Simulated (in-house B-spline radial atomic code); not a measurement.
B+ is squeezed into an impenetrable sphere of radius R (the orbitals vanish at R). No spin polarisation. Level of theory: non-relativistic LDA VWN5, spherical fractional occupations, point nucleus; calculated with an all-electron radial atomic-structure program (B-spline basis).

Energies in eV above the free ion in [He] 2s2:

```json
{"R (bohr)": "9.77", "highest level (eV)": "-19.4", "[He] 2s2": "0", "[He] 2s1 2p1": "5.948", "-dE/dV in [He] 2s2 (GPa)": "1.38e-05"}
{"R (bohr)": "6.65", "highest level (eV)": "-19.4", "[He] 2s2": "0.005845", "[He] 2s1 2p1": "5.963", "-dE/dV in [He] 2s2 (GPa)": "0.0238"}
{"R (bohr)": "5.13", "highest level (eV)": "-19.2", "[He] 2s2": "0.1291", "[He] 2s1 2p1": "6.159", "-dE/dV in [He] 2s2 (GPa)": "0.832"}
{"R (bohr)": "4.24", "highest level (eV)": "-18.5", "[He] 2s2": "0.7179", "[He] 2s1 2p1": "6.896", "-dE/dV in [He] 2s2 (GPa)": "6.48"}
{"R (bohr)": "3.8", "highest level (eV)": "-17.7", "[He] 2s2": "1.633", "[He] 2s1 2p1": "7.92", "-dE/dV in [He] 2s2 (GPa)": "18"}
{"R (bohr)": "2.83", "highest level (eV)": "-11.6", "[He] 2s2": "9.677", "[He] 2s1 2p1": "15.88", "-dE/dV in [He] 2s2 (GPa)": "191"}
{"R (bohr)": "2.54", "highest level (eV)": "-7.1", "[He] 2s2": "16.57", "[He] 2s1 2p1": "22.25", "-dE/dV in [He] 2s2 (GPa)": "414"}
{"R (bohr)": "2.39", "highest level (eV)": "-3.66", "[He] 2s2": "22", "[He] 2s1 2p1": "27.14", "-dE/dV in [He] 2s2 (GPa)": "630"}
{"R (bohr)": "1.7", "highest level (eV)": "35.3", "[He] 2s2": "88.43", "[He] 2s1 2p1": "83.33", "-dE/dV in [He] 2s2 (GPa)": "5740"}
{"R (bohr)": "1.43", "highest level (eV)": "77.3", "[He] 2s2": "163.6", "[He] 2s1 2p1": "143.9", "-dE/dV in [He] 2s2 (GPa)": "16500"}
```

Does [He] 2s1 2p1 fall below [He] 2s2 under compression?

Yes, between R = 2.39 and 1.7 bohr the order changes (near 2.04 bohr by linear interpolation).

The highest level is first positive in the row R = 1.7 bohr, pushed up by confinement above the zero of the free ion's potential. Each configuration is held fixed and needn't be the lowest in the sphere.
